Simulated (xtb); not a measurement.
xtb input (GFN2-xTB):

```bash
xtb mol.xyz --gfn 2 --ohess tight --chrg 0 --uhf 0
```
mol.xyz:
```
5

Cl    -1.04336711     0.26379288     1.75098446
C     -0.18014002     0.05566773     0.24647650
Br    -1.16715840    -1.05322143    -1.02510321
Br     0.25777850     1.81079053    -0.55554220
Br     1.50842338    -0.90514765     0.70319606
```

End of the output:

```
           -------------------------------------------------
          | TOTAL ENERGY              -18.902778928758 Eh   |
          | TOTAL ENTHALPY            -18.888552311284 Eh   |
          | TOTAL FREE ENERGY         -18.930238603183 Eh   |
          | GRADIENT NORM               0.000289194472 Eh/α |
          | HOMO-LUMO GAP               3.447278748063 eV   |
           -------------------------------------------------

------------------------------------------------------------------------
------------------------------------------------------------------------
Note: The following floating-point exceptions are signalling: IEEE_UNDERFLOW_FLAG IEEE_DENORMAL
normal termination of xtb
 total:
 SCF:
 ANC optimizer:
 analytical hessian:
```
